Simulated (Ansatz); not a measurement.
Basis-set extrapolation for C5H10O3, SMILES `OCC1OCCCO1` (PBE0-D4/def2-TZVP geometry, frozen core, Ansatz 0.2.0). Multiplicity 1, RHF reference.

|  | def2-TZVPP | def2-QZVPP |
| --- | --- | --- |
| HF | -419.894436 | -419.913620 |
| MP2 correlation | -1.554026 | -1.665200 |
| CCSD(T) correlation | -1.665908 | not run |

Energies in hartree. Use E(X) = E(∞) + A·exp(−7.88·√X) for Hartree–Fock and E(X) = E(∞) + B·X^(−2.97) for correlation, with X = 3 and 4, and add CCSD(T) minus MP2 of the smaller set to the MP2 limit.

**Question.** What is the CCSD(T) energy at the basis-set limit?

**Answer.** HF limit: -419.913620 + (-0.019184) × 0.13774 = -419.91626. MP2 limit: -1.665200 + (-0.111174) × 0.74074 = -1.74755. Higher-order term: -1.665908 − (-1.554026) = -0.11188. Total: -421.77569 hartree, 135.1 kcal/mol below CCSD(T)/def2-TZVPP.
